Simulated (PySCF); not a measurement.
**Two-photon absorption: `O=Cc1ccc(Br)cc1`, C7H5BrO**

Geometry (Å), atoms numbered from 1 in this order:
```xyz
14

O     3.530    1.227    0.606
C     2.889    0.355    0.077
C     1.411    0.298    0.058
C     0.666    1.304    0.685
C    -0.721    1.260    0.674
C    -1.363    0.198    0.029
Br   -3.243    0.132    0.009
C    -0.637   -0.813   -0.601
C     0.753   -0.756   -0.582
H     3.393   -0.495   -0.452
H     1.203    2.118    1.179
H    -1.311    2.039    1.159
H    -1.159   -1.632   -1.099
H     1.336   -1.542   -1.071
```

Theory: PySCF, TDDFT CAM-B3LYP/aug-cc-pVDZ excited states, vertical, gas phase. Geometry: PBE0-D3(BJ)/def2-SVP.

The calculation is non-relativistic, which matters for the atoms heavier than Zn.

(1) How strongly do the lowest singlets absorb one photon, and two photons of half the energy?

Results:

(1) δ for parallel linear polarisation; σ at the peak of a Lorentzian of half width 0.1 eV, single beam; Ω is circular over linear.
| state | E (eV) | f | photon λ (nm) | δ (au) | σ (GM) | Ω | main |
| --- | --- | --- | --- | --- | --- | --- | --- |
| S1 | 3.85 | 0.000 | 643 | 0.11 | 0.00 | 1.50 | HOMO−1→LUMO 0.87 |
| S2 | 4.96 | 0.032 | 500 | 63.6 | 0.57 | 0.61 | HOMO−2→LUMO 0.59, HOMO→LUMO+1 0.32 |
| S3 | 5.03 | 0.378 | 493 | 725 | 6.72 | 0.73 | HOMO→LUMO 0.87 |
| S4 | 5.88 | 0.000 | 421 | 3.34 | 0.04 | 1.50 | HOMO→LUMO+4 0.46, HOMO→LUMO+2 0.20 |
| S5 | 6.12 | 0.185 | 405 | 29.3 | 0.40 | 0.99 | HOMO→LUMO+1 0.63, HOMO−2→LUMO 0.33 |
| S6 | 6.26 | 0.000 | 396 | 0.33 | 0.01 | 1.50 | HOMO−3→LUMO 0.91 |

Among these, the strongest one-photon state is S3, the strongest two-photon state S3, with a dipole change of 4.1 D (relaxed, norm of the difference vector).
